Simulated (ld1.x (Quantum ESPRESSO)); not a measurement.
# An odd input for ld1.x (Quantum ESPRESSO) 7.5 (Ca)

Command:

```bash
ld1.x < Ca.in > Ca.out
```

Input:

```
&input
   title='Ca', zed=20., rel=1, dft='PBESOL', iswitch=3,
   config='[Ne] 3d0 4s1.5 4p0',
   nld=3, rlderiv=3.90, eminld=-2.0, emaxld=5.0, deld=0.02
 /
 &inputp
   pseudotype=2, tm=.false., lloc=0,
   nlcc=.false.,
   file_pseudopw='Ca.UPF', file_wfcaegen='ae.wfc', file_wfcncgen='nc.wfc', file_beta='beta', file_chi='chi'
 /
3
4P  2  1   0.00   0.00  3.60  3.60  0.0
3D  3  2   0.00   0.00  2.10  2.10  0.0
4S  1  0   1.50   0.00  2.90  2.90  0.0
 &test
   configts(1)='3d0 4s1.5 4p0'
 /
```

This is an input that runs to its end, with one change: core typed as [Ne] in place of [Ar].

Problem. How does the run end?

Solution. The program runs through. The occupied levels of the test differ from the all-electron ones by at most 0.00000 Ry (unchanged input: 0.00000 Ry). The valence charge becomes 10 in place of 2, so this is not the intended potential. All-electron levels move: 4s -7.221 Ry (was -0.462). Messages: Warning: convergence not achieved.

```
     atomic number is 20.00   valence charge is 10.00
     dft =PBESOL   lsd =0 sic =0 latt =0  beta=0.20 tr2=1.0E-14
     mesh =1169 r(mesh) =  99.90979 xmin = -7.00 dx = 0.01250

     n l     nl             e AE (Ry)        e PS (Ry)    De AE-PS (Ry)
     3 2     3D   1( 0.00)      -10.89573      -10.89573       -0.00000
     1 0     4S   1( 1.50)       -7.22119       -7.22119        0.00000
     2 1     4P   1( 0.00)       -6.62617       -6.62617       -0.00000

     eps = 2.8E-13  iter =201

     Etot =   -1296.957639 Ry,    -648.478820 Ha,  -17646.007632 eV
     Etotps =   -11.670185 Ry,      -5.835092 Ha,    -158.780955 eV

     Ekin =       1.164835 Ry,       0.582418 Ha,      15.848393 eV
     Encl =     -13.177370 Ry,      -6.588685 Ha,    -179.287256 eV
     Ehrt =       1.043350 Ry,       0.521675 Ha,      14.195502 eV
     Ecxc =      -0.701000 Ry,      -0.350500 Ha,      -9.537594 eV

     ---------------------- End of pseudopotential test ----------------------
```
